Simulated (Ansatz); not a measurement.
Geometry optimisation, RKS r2SCAN/6-31G* (Ansatz).

Input:

```yaml
crystal:
  periodic: [false, false, false]
  atoms:
    - { symbol: B, position_ang: [0.0, 0.0, 0.0] }
    - { symbol: F, position_ang: [0.0, 0.0, 1.67] }
    - { symbol: H, position_ang: [1.0305, 0.0, -0.595] }
    - { symbol: F, position_ang: [-1.1431, 0.0, -0.66] }
    - { symbol: Cl, position_ang: [0.0903, -2.0478, 0.6811] }
    - { symbol: H, position_ang: [0.047, -1.0669, 1.6505] }
basis:
  gaussian: { orbitals: "6-31G*" }
hamiltonian:
  xc: r2scan
relax:
  f_tol: 0.15
  max_steps: 25
  restrain:
    - { distance: [0, 4], at: 3.06, k: 30.0 }
    - { distance: [5, 1], at: 2.12, k: 30.0 }
    - { distance: [0, 1], at: 1.32, k: 30.0 }
    - { distance: [5, 4], at: 1.37, k: 30.0 }
output:
  orbitals: {}
```

Launched with:

```bash
$ ansatz run input.yaml --threads 1 --pin off --max-ram 2048MiB --backend cpu --events-out ev --progress --plain --runs-dir out
```

Task: Where does it end, and by what steps?

Result: It converged. The restraints hold the end off the free minimum. After 6 steps the energy has fallen by 2.337 eV (the restraints' own energy left out); Cl5 moved furthest, 0.64 Å.

```tsv
step	energy less start (eV)	largest force component (eV/Å)	accepted
0	0.0000	5.800	yes
1	-0.9722	3.026	yes
2	-1.6804	2.882	yes
3	-2.0885	2.118	yes
4	-2.2435	1.336	yes
5	-2.3123	1.037	yes
6	-2.3368	0.964	yes
```

```xyz
6
Properties=species:S:1:pos:R:3
B -0.005 0.270 -0.022
F -0.038 0.444 1.295
H 1.034 0.240 -0.600
F -1.156 0.183 -0.655
Cl 0.088 -2.637 0.939
H 0.103 -1.615 1.790
```

Run time: 27 s on 1 thread of Arm Neoverse V1, with other jobs on the host, peak memory 0.14 GiB.
